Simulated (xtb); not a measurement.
C₄H₇Cl, SMILES C/C=C(\C)Cl. All values are semi-empirical tight-binding results from xtb (GFN2-xTB unless named), good for trends rather than for accurate numbers. The structure is a stationary point at GFN2-xTB.

Optimised geometry:

Bond lengths (Å): C1–C2 1.493, C1–H6 1.090, C1–H7 1.085, C1–H8 1.089, C2–C3 1.324, C2–H9 1.081, C3–C4 1.490, C3–Cl5 1.748, C4–H10 1.089, C4–H11 1.089, C4–H12 1.085. Bond angles (°): C2–C1–H6 109.6, C2–C1–H7 112.6, C2–C1–H8 109.6, H6–C1–H7 108.7, H6–C1–H8 107.6, H7–C1–H8 108.7, C1–C2–C3 126.8, C1–C2–H9 114.6, C3–C2–H9 118.6, C2–C3–C4 129.3, C2–C3–Cl5 118.2, C4–C3–Cl5 112.4, C3–C4–H10 109.9, C3–C4–H11 109.9, C3–C4–H12 111.2, H10–C4–H11 107.8, H10–C4–H12 108.9, H11–C4–H12 109.0.

```yaml
point_group_as_xtb_finds_it: Cs
orbital_gap: 4.78 eV
dipole_moment: 2.24 D
zero_point_energy: 60.8 kcal/mol
G − E(el) at 298.15 K (modified RRHO): 41.4 kcal/mol
static polarisability (D4 model): 62.9 bohr³
solvation energy, GFN2-xTB/ALPB(water): -2.1 kcal/mol
solvation energy, GFN2-xTB/ALPB(octanol): -4.7 kcal/mol
```

Give the atomic charges and the Wiberg bond orders between heavy atoms. (The exact figures need the calculation; the answer reports its results.)

charges (e) C1 -0.10, C2 -0.05, C3 0.09, C4 -0.11, Cl5 -0.21, H6 0.05, H7 0.04, H8 0.05, H9 0.05, H10 0.07, H11 0.07, H12 0.06. Bond orders C1–C2 1.03, C2–C3 1.86, C3–C4 1.03, C3–Cl5 0.95.
